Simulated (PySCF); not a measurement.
## Rb: script and output

The script input.py:

```python
from pyscf import gto, scf, cc

mol = gto.M(
    atom='Rb 0 0 0',
    basis='jorge-tzp-dkh',
    charge=0,
    spin=1,
    verbose=4,
)
mf = scf.UHF(mol)
mf = mf.sfx2c1e()
mf.kernel()
mycc = cc.CCSD(mf, frozen=9)
mycc.kernel()
e = mycc.ipccsd(nroots=5)[0]
print('roots (eV) =', (e*27.211386).round(3))
mf.dip_moment()
print('orbital energies (hartree):', [e[max(0, n-3):n+3].round(4) for e, n in zip(mf.mo_energy, mol.nelec)])
```

```bash
$ OMP_NUM_THREADS=1 python input.py
```

Output (some set-up lines and the per-cycle HOMO/LUMO lines with their warnings removed):

```
PySCF version 2.14.0

[INPUT] verbose = 4
[INPUT] num. atoms = 1
[INPUT] num. electrons = 37
[INPUT] charge = 0
[INPUT] spin (= nelec alpha-beta = 2S) = 1
[INPUT] symmetry False subgroup None
[INPUT] Mole.unit = angstrom
[INPUT] Symbol           X                Y                Z      unit          X                Y                Z       unit  Magmom
[INPUT]  1 Rb     0.000000000000   0.000000000000   0.000000000000 AA    0.000000000000   0.000000000000   0.000000000000 Bohr   0.0

nuclear repulsion = 0
number of shells = 20
number of NR pGTOs = 110
number of NR cGTOs = 52
basis = jorge-tzp-dkh
ecp = {}

******** <class 'pyscf.x2c.sfx2c1e.sfX2C1eUHF'> ********
method = sfX2C1eUHF
initial guess = minao
damping factor = 0
level_shift factor = 0
DIIS = <class 'pyscf.scf.diis.CDIIS'>
diis_start_cycle = 1
diis_space = 8
diis_damp = 0
SCF conv_tol = 1e-09
SCF conv_tol_grad = None
SCF max_cycles = 50
direct_scf = True
direct_scf_tol = 1e-13
number electrons alpha = 19  beta = 18

******** <class 'pyscf.x2c.sfx2c1e.SpinFreeX2CHelper'> ********
approx = 1e
xuncontract = 1
Set gradient conv threshold to 3.16228e-05
init E= -2978.79626878308

cycle= 1 E= -2978.90688559851  delta_E= -0.111  |g|= 0.0335  |ddm|= 0.984
cycle= 2 E= -2978.90714319641  delta_E= -0.000258  |g|= 0.00462  |ddm|= 0.132
cycle= 3 E= -2978.90716731948  delta_E= -2.41e-05  |g|= 0.00156  |ddm|= 0.0342
cycle= 4 E= -2978.9071703192  delta_E= -3e-06  |g|= 0.000506  |ddm|= 0.0115
cycle= 5 E= -2978.90717066356  delta_E= -3.44e-07  |g|= 9.42e-05  |ddm|= 0.00431
cycle= 6 E= -2978.9071706716  delta_E= -8.04e-09  |g|= 1.03e-05  |ddm|= 0.00043
cycle= 7 E= -2978.9071706717  delta_E= -1e-10  |g|= 1.35e-06  |ddm|= 6.4e-05
Extra cycle  E= -2978.9071706717  delta_E= -1.82e-12  |g|= 3.86e-07  |ddm|= 7.08e-06
converged SCF energy = -2978.9071706717  <S^2> = 0.75036206  2S+1 = 2.000362

******** <class 'pyscf.cc.uccsd.UCCSD'> ********
CC2 = 0
CCSD nocc = (np.int64(10), np.int64(9)), nmo = (43, 43)
frozen orbitals 9
max_cycle = 50
direct = 0
conv_tol = 1e-07
conv_tol_normt = 1e-06
diis_space = 6
diis_start_cycle = 0
diis_start_energy_diff = 1e+09
Init t2, MP2 energy = -0.128756712354139
Init E_corr(UCCSD) = -0.128756712354251
cycle = 1  E_corr(UCCSD) = -0.13488161318252  dE = -0.00612490083  norm(t1,t2) = 0.0313748
cycle = 2  E_corr(UCCSD) = -0.136284661934888  dE = -0.00140304875  norm(t1,t2) = 0.00877784
cycle = 3  E_corr(UCCSD) = -0.136749902076323  dE = -0.000465240141  norm(t1,t2) = 0.00337422
cycle = 4  E_corr(UCCSD) = -0.136744923012875  dE = 4.97906345e-06  norm(t1,t2) = 0.000325958
cycle = 5  E_corr(UCCSD) = -0.136736223389268  dE = 8.69962361e-06  norm(t1,t2) = 8.64488e-05
cycle = 6  E_corr(UCCSD) = -0.136736128484422  dE = 9.49048456e-08  norm(t1,t2) = 1.01334e-05
cycle = 7  E_corr(UCCSD) = -0.13673616438216  dE = -3.58977384e-08  norm(t1,t2) = 1.81876e-06
cycle = 8  E_corr(UCCSD) = -0.136736156725987  dE = 7.65617303e-09  norm(t1,t2) = 3.43333e-07
UCCSD converged
E(UCCSD) = -2979.043906828426  E_corr = -0.1367361567259874

******** <class 'pyscf.cc.eom_uccsd.EOMIP'> ********
max_space = 20
max_cycle = 50
conv_tol = 1e-07
partition = None
EOM-CCSD root 0 E = 0.1499800397737037  qpwt = 0.999004  conv = True
EOM-CCSD root 1 E = 0.7776091396266694  qpwt = 0.924247  conv = True
EOM-CCSD root 2 E = 0.7776092063280177  qpwt = 0.924246  conv = True
EOM-CCSD root 3 E = 0.7776092069998346  qpwt = 0.924246  conv = True
EOM-CCSD root 4 E = 0.7824378032827549  qpwt = 0.924929  conv = True
roots (eV) = [ 4.081 21.16  21.16  21.16  21.291]
Dipole moment(X, Y, Z, Debye):  0.00000, -0.00000, -0.00000
orbital energies (hartree): [array([-0.8102, -0.8102, -0.1398,  0.0177,  0.0177,  0.0177]), array([-0.8088, -0.8088, -0.8088,  0.0221,  0.0404,  0.0404])]
```

In short: E(SCF) = -2978.907171 Eh, 7 cycles, E(CCSD) − E(SCF) = -0.13674 Eh, ⟨S²⟩ = 0.750, ionisation roots 4.081, 21.160, 21.160, 21.160, 21.291 eV.

Run time: 7.9 s on 1 thread of Arm Neoverse N1 (shared host), peak memory 0.25 GiB.

No search for the lowest solution was made.
